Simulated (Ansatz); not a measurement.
`F[SiH2][SiH](F)F` + `C=C[SiH2]S` → `C=C[SiH2]S[SiH](F)F` + `F[SiH3]`  (cleavage of the Si–Si bond)

Isolated molecules relaxed with PBE0-D4/def2-TZVP in Ansatz; ΔE leaves out vibrations. CCSD(T)/CBS adds triple-zeta CCSD(T) − MP2 to the extrapolated MP2 energy (def2 sets, frozen cores). This one scheme is used for every species. DFT in def2-TZVPP. One conformer a species, not always the lowest.

| species | PBE0-D4 energy (Eh) |
| --- | --- |
| `F[SiH2][SiH](F)F` | -880.13213 |
| `C=C[SiH2]S` | -767.20759 |
| `C=C[SiH2]S[SiH](F)F` | -1256.35475 |
| `F[SiH3]` | -391.02021 |

(1) Work out ΔE.

Largest T1 diagnostic among the species: 0.012.

Answers

(1) ΔE = (-1256.35475) + (-391.02021) − (-880.13213) − (-767.20759) = -0.03524 Eh = -0.96 eV. CCSD(T)/CBS gives -1.03 eV.

From PBE to PBE0 (25 % exact exchange), in def2-TZVPP and without D4, ΔE moves by −0.07 eV. The D4 term adds −0.12 eV with B3LYP and −0.07 eV with PBE0; it sums over pairs of atoms, weighted by their polarisabilities, and B3LYP, whose exchange is more repulsive, gets the larger term. In def2-TZVPP, CCSD(T) changes the Hartree–Fock value by −0.04 eV (the triples alone add −0.02 eV) and MP2 by −0.16 eV.

B3LYP here is the variant with VWN-RPA as its local correlation; programs differ in this.
